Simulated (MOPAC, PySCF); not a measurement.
H$_{3}$GaO$_{3}$, SMILES `[OH][Ga]([OH])[OH]`, neutral singlet in the gas phase. 

Z-matrix (Å, degrees):
```
Ga
O 1 1.7845
H 2 0.9629 1 113.33
O 1 1.7845 2 120.00 3 180.00
H 4 0.9629 1 113.32 2 0.00
O 1 1.7845 2 120.00 3 0.00
H 6 0.9629 1 113.32 2 180.00
```
Charge 0, multiplicity 1.

All levels are single points at this geometry (B3LYP-D3(BJ)/def2-TZVP); Pople sets use spherical d functions. Orbital energies aren't observables, and empty levels follow the basis.

B3LYP/6-31G* in PySCF gives dipole (D) = 0.00.

Q: Estimate the dipole (D) from each of these levels: B3LYP-D3(BJ)/def2-TZVP in PySCF; B3LYP/3-21G in PySCF; B3LYP/LANL2DZ in PySCF; PBE/6-31G* in PySCF; HF/STO-3G in PySCF; AM1 in MOPAC; PM3 in MOPAC; PM7 in MOPAC.

A: 
| level | dipole (D) |
|---|---|
| B3LYP-D3(BJ)/def2-TZVP in PySCF | 0.00 |
| B3LYP/3-21G in PySCF | 0.00 |
| B3LYP/LANL2DZ in PySCF | 0.00 |
| PBE/6-31G* in PySCF | 0.00 |
| HF/STO-3G in PySCF | 0.00 |
| AM1 in MOPAC | 0.00 |
| PM3 in MOPAC | 0.00 |
| PM7 in MOPAC | 0.00 |
